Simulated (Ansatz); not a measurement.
Computed with Ansatz on PBE0-D4/def2-TZVP structures; ΔE is electronic, products minus reactants. CCSD(T)/CBS adds triple-zeta CCSD(T) − MP2 to the extrapolated MP2 energy (def2 sets, frozen cores). This one scheme is used for every species, atoms too. Functionals use def2-TZVPP. Open shells (•) are unrestricted, without spin–orbit coupling. Spin–orbit coupling would lower the free atoms: a little for Cl; strongly for I, In. def2 core potentials past Kr. For I, In outer-core shells are correlated without core-valence functions, so the limit isn't a true one: a few kJ/mol of doubt a bond, and 10 to 20 or more in all where bonds break to atoms.

Consider the atomization: `[Cl][InH][I]` → Cl• + H• + I• + In•.

CCSD(T)/CBS gives +859.4 kJ/mol.

(1) Another level gave +837.1 kJ/mol. Which?
A. PBE-D4/def2-TZVPP
B. PBE/def2-TZVPP
C. r2SCAN/def2-TZVPP
D. CCSD/def2-TZVPP

Largest T1 diagnostic among the species: 0.015.

Results:

(1) A. PBE-D4 837.1, r2SCAN 846.5, PBE 826.4, CCSD/def2-TZVPP 796.9 kJ/mol.

From r2SCAN to r2SCAN0 (25 % exact exchange), in def2-TZVPP and without D4, ΔE moves by −12.8 kJ/mol: exact exchange takes away binding that semilocal exchange gives to molecules. Leaving LDA and LC-ωPBE aside and taking each functional with its dispersion term where it has one, the values, not all of them listed here, spread over 58.4 kJ/mol, from BLYP-D4 to B97M-V. LDA lies +138.9 kJ/mol from PBE without D4, its usual overbinding. In def2-TZVPP, CCSD(T) changes the Hartree–Fock value by +206.9 kJ/mol (the triples alone add +20.8 kJ/mol) and MP2 by +226.4 kJ/mol; breaking electron pairs costs correlation energy, which Hartree–Fock lacks.

For atomizations the MP2-based limit and the directly extrapolated one differ by several kJ/mol either way, and by 10 to 25 for some Ge, Se and Sn compounds, so smaller differences from it don't rank the levels.
